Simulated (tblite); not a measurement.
C6H10FO (doublet state).
Numbering: `[CH3:1][C:2]([CH2:3][F:4])[CH2:5][C:6]([CH3:7])=[O:8]` (hydrogens: H9, H10, H11 on C1; H12, H13 on C3; H14, H15 on C5; H16, H17, H18 on C7)

The geometry is computed with GFN2-xTB (gas phase). This method treats the open shell by occupation alone, without spin polarisation.

**Question.** List the bond lengths, angles and torsions at this level.

**Answer.** 
```json
{"bond": "C1–C2", "length (Å)": "1.481"}
{"bond": "C2–C3", "length (Å)": "1.477"}
{"bond": "C3–F4", "length (Å)": "1.407"}
{"bond": "C2–C5", "length (Å)": "1.480"}
{"bond": "C5–C6", "length (Å)": "1.537"}
{"bond": "C6–C7", "length (Å)": "1.501"}
{"bond": "C6=O8", "length (Å)": "1.206"}
{"bond": "C1–H9, C1–H10, C1–H11", "length (Å)": "1.092"}
{"bond": "C3–H12, C3–H13", "length (Å)": "1.095"}
{"bond": "C5–H14, C5–H15", "length (Å)": "1.090"}
{"bond": "C7–H16, C7–H17, C7–H18", "length (Å)": "1.087"}
```

Bonds in one row agree within 0.01 Å and their mean is given. A selection of angles:
```json
{"angle": "C1–C2–C3", "degrees": "120.3"}
{"angle": "C1–C2–C5", "degrees": "118.3"}
{"angle": "C3–C2–C5", "degrees": "120.3"}
{"angle": "C2–C3–F4", "degrees": "112.5"}
{"angle": "C2–C5–C6", "degrees": "102.0"}
{"angle": "C5–C6–C7", "degrees": "115.0"}
{"angle": "C5–C6–O8", "degrees": "120.9"}
{"angle": "C7–C6–O8", "degrees": "123.9"}
```

Dihedral angles: C1–C2–C3–F4 73° (synclinal); C1–C2–C5–C6 -76° (synclinal); C2–C5–C6–C7 -96° (anticlinal). The mirror-image conformer, all signs reversed, is as good.

The 5 C–C bonds span 1.477 Å (C2–C3, drawn single) to 1.537 Å (C5–C6, drawn single), a spread of 0.060 Å. Of the pairs four or more bonds apart, O8···H9 is among the closest relative to their van der Waals radii: 2.31 Å, 85 % of the sum of Bondi's values. C6 (carbon bonded to 2 C and O) is planar (angles 123.9°, 120.9° and 115.0°, sum 359.8°, 0.03 Å off the plane of its three neighbours). C2 (carbon bonded to 3 C) is almost planar (angles 120.3°, 120.3° and 118.3°, sum 358.9°, 0.09 Å off the plane of its three neighbours).

Point group: C1 (no symmetry element, even within 0.4 Å). Its GFN2-xTB frequencies are all real (lowest 53 cm⁻¹). 3 starts were optimised and ended at 0.00, 0.00 and 2.67 kcal/mol (GFN2-xTB); the lowest of these is shown.

Hardware: one thread of an Arm Neoverse V1, shared host with 32 logical CPUs at a one-minute load of 42. Cost: 1.4 s. These figures are those of the optimisation.
